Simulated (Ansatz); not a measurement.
`C[SiH2][CH2][AlH2]` + `SBS` → `[AlH2][S]BS` + `C[SiH2]C`  (ligand exchange at the Al–C bond)

Gas-phase electronic energies from Ansatz, PBE0-D4/def2-TZVP geometries. CBS: MP2 limit from def2 TZ/QZ plus the TZ coupled-cluster correction, frozen cores. DFT in def2-TZVPP. B3LYP here is the variant with VWN-RPA as its local correlation; programs differ in this. One conformer a species, not always the lowest.

`C[SiH2][CH2][AlH2]`:

Z-matrix (Å, degrees):
```
C
Si 1 1.872
H 1 1.093 2 110.7
H 1 1.093 2 111.3 3 119.8
H 1 1.092 2 111.0 3 -119.8
C 2 1.870 1 111.0 3 -61.8
H 2 1.496 1 108.8 3 178.0
H 2 1.491 1 109.5 3 61.8
Al 6 1.945 2 112.1 1 -73.2
H 6 1.096 2 107.4 1 48.7
H 6 1.095 2 108.8 1 165.6
H 9 1.588 6 120.3 2 -102.5
H 9 1.590 6 120.0 2 75.7
```

`SBS`:

Cartesian coordinates in Å:
```
S 1.420 -1.112 0.247
B 0.129 -0.082 -0.425
S -1.044 0.783 0.610
H 1.150 -0.959 1.556
H 0.087 0.002 -1.611
H -1.741 1.368 -0.377
```

`[AlH2][S]BS`:

Cartesian coordinates in Å:
```
Al -0.147 -1.494 -0.835
S 1.352 0.096 -0.699
B 0.742 1.372 0.428
S -0.774 1.500 1.353
H -1.508 -1.426 -0.028
H 0.228 -2.696 -1.784
H 1.479 2.296 0.586
H -1.372 0.352 0.979
```

`C[SiH2]C`:

```xyz
11

C    -1.353   -0.388    0.720
Si    0.255    0.526    0.431
C     1.123   -0.086   -1.110
H    -1.854   -0.026    1.621
H    -1.175   -1.460    0.842
H    -2.035   -0.253   -0.122
H     1.149    0.345    1.611
H    -0.020    1.986    0.301
H     1.355   -1.151   -1.029
H     2.060    0.451   -1.272
H     0.496    0.056   -1.993
```

```tsv
level	ΔE (kJ/mol)
PBE0-D4	-94.3
B3LYP-D4	-94.5
ωB97X-V	-91.2
r2SCAN	-94.6
```

Problem. What does CCSD(T)/CBS give? (Estimate.)

Solution. Ansatz gave: -94.9 kJ/mol. The listed levels differ from it by 0.6, 0.4, 3.7, 0.3 kJ/mol.

Largest T1 diagnostic among the species: 0.014.
